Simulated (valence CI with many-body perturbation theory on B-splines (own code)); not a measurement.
# I38+: E2, M1, M2 decay

Computed by relativistic CI+MBPT: five valence electrons over a frozen Dirac-Fock core [Ne], radial functions for each j: 9 s, 9 p, 8 d, 6 f, 3 g, 1 h, with the one-electron correlation potential Σ1 (screened to all orders), the two-electron term Σ2, the three-electron term Σ3, Breit, model QED; selected single and double excitations, second order for the rest (own B-spline code, finite nucleus).

No measured spectrum was set against this ion. As an estimate, large intervals hold to a few tenths of a per cent, small ones and those within an open d or f shell to about a per cent. Among the levels kept, up to 530 cm⁻¹ of a level comes from second order outside the variational space, and about a tenth of that is noise between levels of different J, which matters for small intervals.

Lines 1 to 16 of 16 in falling wavelength, among levels below 2841800 cm⁻¹, chosen from the decays that carry over 1 % of a level's rate. Wavelengths and rates use the calculated energies. Electric multipoles are in the length gauge, E1 and E2 with the static RPA response of the core. S is in atomic units (e²a₀⁴ for E2 and M2, e²a₀⁶ for E3), for M1 in squared Bohr magnetons. Weak lines are less certain than strong ones. Lines between different terms over intervals too small for the method are left out, as are lines whose strength nearly cancels.

Levels are named by their leading jj configuration (3d3/2^4 stands for four electrons in 3d with j = 3/2), which in mixed levels can hold well under half, so a name can repeat and another be missing. Letters in brackets count levels of one name in rising energy.

```
λ vac (Å)                           Upper                               Lower  Type   A (s⁻¹)  S (a.u.)
     1507  (3s^2 3p1/2 3p3/2 3d5/2) J=9/2  (3s^2 3p1/2 3p3/2 3d5/2) J=7/2 [a]    M1  1.36e+03  1.73e+00
    705.2  (3s^2 3p1/2 3p3/2 3d5/2) J=9/2      (3s^2 3p1/2 3p3/2 3d3/2) J=7/2    M1  3.53e+04  4.58e+00
    229.8      (3s^2 3p3/2^2 3d5/2) J=9/2  (3s^2 3p1/2 3p3/2 3d5/2) J=7/2 [b]    M1  7.27e+05  3.27e+00
    211.5  (3s^2 3p1/2 3p3/2 3d5/2) J=9/2          (3s^2 3p1/2^2 3d5/2) J=5/2    E2  1.55e+03  5.84e-03
    191.8      (3s^2 3p1/2 3p3/2^2) J=3/2          (3s^2 3p1/2^2 3p3/2) J=3/2    M1  2.91e+06  3.04e+00
    188.7            (3s^2 3p3/2^3) J=3/2          (3s^2 3p1/2 3p3/2^2) J=1/2    M1  7.32e+05  7.30e-01
    179.4      (3s^2 3p3/2^2 3d5/2) J=9/2      (3s^2 3p1/2 3p3/2 3d5/2) J=9/2    M1  1.41e+06  3.03e+00
    170.8      (3s^2 3p1/2 3p3/2^2) J=5/2          (3s^2 3p1/2^2 3p3/2) J=3/2    M1  5.32e+05  5.89e-01
    170.8      (3s^2 3p1/2 3p3/2^2) J=5/2          (3s^2 3p1/2^2 3p3/2) J=3/2    E2  1.33e+04  1.03e-02
    164.2            (3s^2 3p3/2^3) J=3/2          (3s^2 3p1/2 3p3/2^2) J=5/2    M1  1.05e+06  6.89e-01
    162.6  (3s^2 3p1/2 3p3/2 3d5/2) J=9/2          (3s 3p1/2^2 3p3/2^2) J=5/2    E2  3.23e+03  3.28e-03
    160.3      (3s^2 3p3/2^2 3d5/2) J=9/2  (3s^2 3p1/2 3p3/2 3d5/2) J=7/2 [a]    M1  1.22e+06  1.86e+00
    150.4      (3s^2 3p1/2 3p3/2^2) J=1/2          (3s^2 3p1/2^2 3p3/2) J=3/2    M1  2.30e+06  5.81e-01
    148.6            (3s^2 3p3/2^3) J=3/2          (3s^2 3p1/2 3p3/2^2) J=3/2    M1  4.63e+06  2.25e+00
    143.0      (3s^2 3p3/2^2 3d5/2) J=9/2      (3s^2 3p1/2 3p3/2 3d3/2) J=7/2    M1  1.35e+05  1.46e-01
    75.23  (3s^2 3p1/2 3p3/2 3d5/2) J=9/2          (3s^2 3p1/2 3p3/2^2) J=5/2    M2  1.87e+03  4.01e-05
```
